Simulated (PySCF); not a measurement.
Computed shifts of a molecule CH8O3Si2, PBE/pcSseg-1 (PySCF), GIAO, gas phase, equivalent atoms averaged, in ppm (number of nuclei): ¹³C: 57.9 (1). ²⁹Si: -8.8 (1), -33.4 (1). ¹H: 5.52 (1), 5.38 (2), 4.20 (3), 2.08 (1), 1.78 (1). References: ¹³C against TMS (σ = 182.0 ppm); ¹⁷O against H2O (σ = 334.3 ppm); ²⁹Si against TMS (σ = 335.4 ppm); ¹H against TMS (σ = 31.49 ppm), references at their B3LYP-D3(BJ)/def2-TZVP geometries, non-relativistic. Geometry optimised at PBE0-D3(BJ)/def2-SVP. Other conformers were not sampled.

Task: Identify the compound among the candidates.
A) C[SiH2][Si](O)(O)O
B) O[Si](O)(O)C[SiH3]
C) OC[SiH2][SiH](O)O
D) CO[Si@@H](O)[SiH2]O

Result: D, CO[Si@@H](O)[SiH2]O
